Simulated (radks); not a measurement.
Results of a calculation; reference values are marked as such.
Initial-state core-level shifts of neutral cadmium when its valence configuration changes from [Kr] 4d10 5s2. Level of theory: scalar-relativistic Kohn-Sham, r2SCAN, spin-unpolarised, spherical densities, finite nucleus; meta-GGA in the generalised Kohn-Sham scheme; Fermi nuclear charge, rms radius 4.6087 fm (a radial shooting solver on a logarithmic mesh with Libxc functionals). Shifts are changes of the shell-averaged eigenvalues in eV (positive: less bound); the change of the density at the nucleus, which sets a Mossbauer isomer shift, is in e/bohr^3, on a base of 1.636e+05.

valence,3s,3p,3d,4s,density at nucleus
4d10 5p2,-3.693,-3.694,-3.686,-3.795,-44.29
4d9.5 5s0.5 5p2,-6.224,-6.225,-6.230,-6.044,-29.06
4d10 5s1 5p1,-1.982,-1.982,-1.979,-2.032,-20.85
4d9.5 5s2 5p0.5,-3.633,-3.634,-3.644,-3.396,+6.74
4d9 5s2 5p1,-7.232,-7.232,-7.255,-6.698,+13.76
4d10 5s1.5 5p0.5,-1.035,-1.035,-1.034,-1.060,-10.10
4d8 5s2 5p2,-14.496,-14.497,-14.553,-13.187,+28.71
4d9.5 5s1.5 5p1,-4.547,-4.547,-4.556,-4.329,-4.63
4d7.5 5s2 5p2.5,-18.192,-18.194,-18.270,-16.404,+36.60
